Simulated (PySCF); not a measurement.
| wavenumber (cm⁻¹) | absorption (km/mol per cm⁻¹) |
| --- | --- |
| 0 | 0.024 |
| 17 | 0.029 |
| 34 | 0.037 |
| 51 | 0.049 |
| 68 | 0.068 |
| 85 | 0.104 |
| 102 | 0.180 |
| 119 | 0.389 |
| 136 | 1.221 |
| 154 | 2.627 |
| 171 | 0.785 |
| 188 | 0.291 |
| 205 | 0.149 |
| 222 | 0.093 |
| 239 | 0.066 |
| 256 | 0.054 |
| 273 | 0.058 |
| 290 | 0.068 |
| 307 | 0.040 |
| 324 | 0.031 |
| 341 | 0.028 |
| 358 | 0.026 |
| 375 | 0.025 |
| 392 | 0.025 |
| 409 | 0.026 |
| 426 | 0.027 |
| 443 | 0.028 |
| 461 | 0.029 |
| 478 | 0.031 |
| 495 | 0.034 |
| 512 | 0.037 |
| 529 | 0.040 |
| 546 | 0.045 |
| 563 | 0.050 |
| 580 | 0.057 |
| 597 | 0.065 |
| 614 | 0.075 |
| 631 | 0.088 |
| 648 | 0.105 |
| 665 | 0.128 |
| 682 | 0.159 |
| 699 | 0.204 |
| 716 | 0.270 |
| 733 | 0.376 |
| 751 | 0.559 |
| 768 | 0.913 |
| 785 | 1.739 |
| 802 | 4.321 |
| 819 | 15.426 |
| 836 | 13.203 |
| 853 | 3.893 |
| 870 | 1.731 |
| 887 | 0.892 |
| 904 | 0.543 |
| 921 | 0.366 |
| 938 | 0.264 |
| 955 | 0.199 |
| 972 | 0.155 |
| 989 | 0.125 |
| 1006 | 0.102 |

This is the computed harmonic infrared spectrum of singlet [NbO3]-, Lorentzian lines of 25 cm⁻¹ full width. Method: PBE/[Nb def2-SVPD with ECP28, O def2-SVPD], scalar-relativistic core potentials, density fitting, no spin–orbit coupling, PySCF.

Q: Which bands make it up, and how are they assigned?

A: In C3v symmetry, counting bands above 1 % of the strongest: 151 cm⁻¹ (a1, bend, 109 km/mol); 826 cm⁻¹ (e, stretch, 821 km/mol).

Only a few start shapes were tried, so a lower isomer may exist. The lowest empty level of this anion is unbound, so it and the gap depend on the basis.
